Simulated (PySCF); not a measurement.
# Calculated NMR parameters of Cyanopolyynes

```yaml
Formula: C7HN
SMILES: C#CC#CC#CC#N
Point_group_of_the_computed_structure: C∞v
Degrees_of_unsaturation: 8
Carbon_signals: 7
Proton_signals: 1
```

Bonds (- single, = double, # triple, : aromatic): C1#C2 1.207 Å, C2-C3 1.352 Å, C3#C4 1.217 Å, C4-C5 1.344 Å, C5#C6 1.215 Å, C6-C7 1.359 Å, C7#N8 1.157 Å. C1 carries H9.

- shieldings: GIAO B97-2/pcSseg-2
- structure optimised with PBE0-D3(BJ)/def2-TZVP
- program: PySCF
- non-relativistic Hamiltonian, one computed conformer, gas phase

Shifts are taken against calculated references (same method and geometry level): $^{1}$H (σref 31.64) and $^{13}$C (σref 185.38) vs TMS; $^{15}$N (σref 261.75) against NH3.

| carbon | δC, type | δH (multiplicity) | HMBC from (2–3 bonds) | span of the C tensor (ppm) |
| --- | --- | --- | --- | --- |
| C1 | 71.8, CH | 1.45 (s) | – | 250 |
| C2 | 72.4, C | – | H9 | 263 |
| C3 | 68.5, C | – | H9 | 258 |
| C4 | 63.1, C | – | – | 251 |
| C5 | 70.1, C | – | – | 260 |
| C6 | 52.1, C | – | – | 233 |
| C7 | 112.1, C | – | – | 322 |

Other nuclei:
| atoms | nucleus | environment | δ (ppm) | σ (ppm) |
| --- | --- | --- | --- | --- |
| N8 | $^{15}$N | nitrile nitrogen | 298.7 | -36.9 |

Carbon types of the structure: 6 × C, 1 × CH, which accounts for all hydrogens. δC 112.1: nitrile carbon; typical of a nitrile. δC 72.4, 70.1, 68.5, 63.1, 52.1: alkyne carbon; sp carbons lie upfield of alkene carbons because the cylindrical π system leaves one tensor component strongly shielded. δC 71.8: terminal alkyne carbon; the triple bond shields along its axis, which puts it between sp3 and sp2 carbons. δH 1.45: hydrogen on a terminal alkyne carbon; it lies on the axis of the triple bond, in its shielding cone.

Shifts are as computed. Against solution values, carbons near 30 ppm lie about +3 ppm off and those near 130 ppm about +7 ppm. Of 1211 compounds with measured shifts, 218 miss one by over three times the rms of a fit or turn the order of signals round; such compounds aren't used in these exercises. Experimental scales use liquid or dissolved standards, which lie at an offset from isolated NH3 (liquid NH3: subtract about 20 ppm). Unscaled 15N shifts of sp2 nitrogen come out 20 to 40 ppm too high even then.
